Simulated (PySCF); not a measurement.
C4H5ClSi, SMILES [SiH2]1C=CC(Cl)=C1. Geometry optimised at PBE-D3(BJ)/def2-SVP.

Computed equilibrium geometry at PBE-D3(BJ)/def2-SVP (PySCF confirms it by a frequency run) as bond lengths and angles, and its point group:
point group Cs.
Atoms: Cl1 C2 C3 Si4 C5 C6 H7 H8 H9 H10 H11. Bonds (Å): Cl1–C2 1.745, C2–C3 1.360, C2–C6 1.488, C3–Si4 1.879, C3–H7 1.097, Si4–C5 1.886, Si4–H8 1.505, Si4–H9 1.505, C5–C6 1.359, C5–H10 1.099, C6–H11 1.102. Angles (°): Cl1–C2–C3 124.4, Cl1–C2–C6 117.0, C3–C2–C6 118.6, C2–C3–Si4 105.5, C2–C3–H7 122.8, Si4–C3–H7 131.7, C3–Si4–C5 93.1, C3–Si4–H8 113.8, C3–Si4–H9 113.8, C5–Si4–H8 113.6, C5–Si4–H9 113.6, H8–Si4–H9 108.4, Si4–C5–C6 106.8, Si4–C5–H10 130.8, C6–C5–H10 122.4, C2–C6–C5 115.9, C2–C6–H11 118.8, C5–C6–H11 125.2.
Charge 0, spin multiplicity 1.
